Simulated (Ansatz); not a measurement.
CH6BFSi, SMILES `BC(F)[SiH3]`. The species carries charge 0 and has multiplicity 1. The structure was optimised at the PBE0-D4/def2-TZVP level.

```xyz
10

B    -0.690   -0.582   -1.166
C     0.261   -0.840   -0.011
F     1.571   -1.187   -0.325
Si    0.265    0.916    0.815
H    -1.837   -0.369   -0.893
H    -0.298   -0.476   -2.288
H    -0.102   -1.499    0.787
H     1.528    1.016    1.584
H    -0.916    1.029    1.705
H     0.218    1.994   -0.208
```

Question: What is the dipole moment at ωB97M-V/def2-TZVPP? (Estimate.)

Answer: Computed: 1.56 D, with components (-1.12, 0.38, 1.02) D in this frame, pointing from negative to positive charge.

Question: And with PBE, r2SCAN, B3LYP? (Estimate.)

Answer: Ansatz gave: PBE 1.46 D, r2SCAN 1.50 D, B3LYP 1.57 D.

Question: Give the Mulliken charges with ωB97M-V, PBE, r2SCAN in def2-TZVPP. (An estimate is asked.)

Answer: Computed: 
| atom | ωB97M-V | PBE | r2SCAN |
| --- | --- | --- | --- |
| B1 | -0.27 | -0.17 | -0.10 |
| C2 | 0.07 | 0.14 | 0.14 |
| F3 | -0.23 | -0.20 | -0.24 |
| Si4 | 0.13 | 0.16 | 0.25 |
| H5 | 0.09 | 0.03 | 0.02 |
| H6 | 0.09 | 0.03 | 0.02 |
| H7 | 0.12 | 0.10 | 0.08 |
| H8 | 0.00 | -0.03 | -0.05 |
| H9 | -0.01 | -0.04 | -0.06 |
| H10 | -0.01 | -0.03 | -0.05 |

B3LYP here is the variant with VWN-RPA as its local correlation; programs differ in this.
